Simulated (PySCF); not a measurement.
Ge(H)(Me)2(OH) (C2H8GeO), SMILES [GeH]([OH])([CH3])[CH3].

Geometry optimised at B3LYP-D3(BJ)/def2-SVP. Other conformers were not sampled.

Computed with TDA-ωB97X/def2-SVPD (PySCF).

Vertical excitations. The molecule is in vacuum. State labels are in the subgroup Cs.

| state | symmetry | energy (eV) | λ (nm) | f | main pairs |
|---|---|---|---|---|---|
| S1 | A" | 7.27 | 170 | 0.045 | HOMO→LUMO 61 %, HOMO→LUMO+1 25 % |
| S2 | A' | 8.24 | 150 | 0.037 | HOMO−1→LUMO 53 %, HOMO−1→LUMO+1 29 % |
| S3 | A" | 8.26 | 150 | 0.058 | HOMO→LUMO+1 57 %, HOMO→LUMO 27 % |
| S4 | A' | 8.78 | 141 | 0.048 | HOMO→LUMO+2 40 %, HOMO−1→LUMO+1 33 %, HOMO−1→LUMO 19 % |
| S5 | A" | 8.86 | 140 | 0.001 | HOMO−2→LUMO 42 %, HOMO−2→LUMO+1 15 %, HOMO→LUMO+4 15 %, HOMO→LUMO+5 7 % |
| S6 | A' | 8.96 | 138 | 0.020 | HOMO→LUMO+2 39 %, HOMO−1→LUMO+1 21 %, HOMO−3→LUMO+1 12 %, HOMO−1→LUMO+4 7 % |
| S7 | A" | 9.18 | 135 | 0.174 | HOMO→LUMO+3 81 % |
| S8 | A' | 9.33 | 133 | 0.260 | HOMO−3→LUMO 43 %, HOMO−1→LUMO+3 19 %, HOMO−1→LUMO 9 %, HOMO−3→LUMO+1 9 % |
| S9 | A" | 9.34 | 133 | 0.065 | HOMO−1→LUMO+2 62 %, HOMO−1→LUMO+6 10 % |
| S10 | A" | 9.54 | 130 | 0.057 | HOMO→LUMO+4 54 %, HOMO→LUMO+5 15 %, HOMO−2→LUMO+1 13 % |
| T1 | A" | 6.93 | 179 | 0 | HOMO→LUMO 52 %, HOMO→LUMO+1 27 % |
| T2 | A' | 7.84 | 158 | 0 | HOMO−1→LUMO 41 %, HOMO−1→LUMO+1 28 %, HOMO−3→LUMO 11 % |
| T3 | A" | 8.03 | 154 | 0 | HOMO→LUMO+1 49 %, HOMO→LUMO 28 % |
| T4 | A' | 8.37 | 148 | 0 | HOMO→LUMO+2 46 %, HOMO−1→LUMO+1 28 % |
Triplets are in the Tamm–Dancoff approximation.
